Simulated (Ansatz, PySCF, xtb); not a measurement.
Gas-phase reaction R1 + R2 → P1, each structure at its B3LYP-D3(BJ)/def2-TZVP stationary point, reached from a drawn start (curvature not checked).
R1, H2 (SMILES [H][H]) (charge 0, multiplicity 1):
```xyz
2

H      0.0000     0.0000     0.3720
H      0.0000     0.0000    -0.3720
```
R2: C2H6Si (SMILES C1C[SiH2]1), charge 0, multiplicity 1.
P1, C2H8Si (SMILES CC[SiH3]) (charge 0, multiplicity 1):
```xyz
11

C     -1.30457     0.54339     0.19892
C     -0.30232    -0.61764     0.18637
Si     1.43784    -0.10559    -0.31229
H     -2.30146     0.20817     0.49248
H     -1.00002     1.32360     0.89979
H     -1.38974     1.00540    -0.78698
H     -0.25211    -1.08448     1.17477
H     -0.63908    -1.40043    -0.50009
H      1.43133     0.48184    -1.67566
H      1.96349     0.91631     0.62756
H      2.35663    -1.27070    -0.30479
```

P less R. No zero-point or thermal terms.

Correlated levels freeze the cores. CBS(a, b) extrapolates the correlation energy as X⁻³ and adds the Hartree–Fock energy of set b.

The values were computed with Ansatz (Gaussian orbitals); PySCF for the D3/D4 terms; xtb for the GFN methods. All values are computed, each at the level named.

Task: What is the computed reaction energy (CCSD(T)/CBS(cc-pV(T+d)Z, cc-pV(Q+d)Z))?

Result: -45.6 kcal/mol

Task: Give the reaction energy at the level B2PLYP-D4/def2-TZVPP.

Result: -45.9 kcal/mol

Task: Predict the reaction energy from GFN1-xTB.

Result: -67.9 kcal/mol

Ansatz is an electronic-structure program.
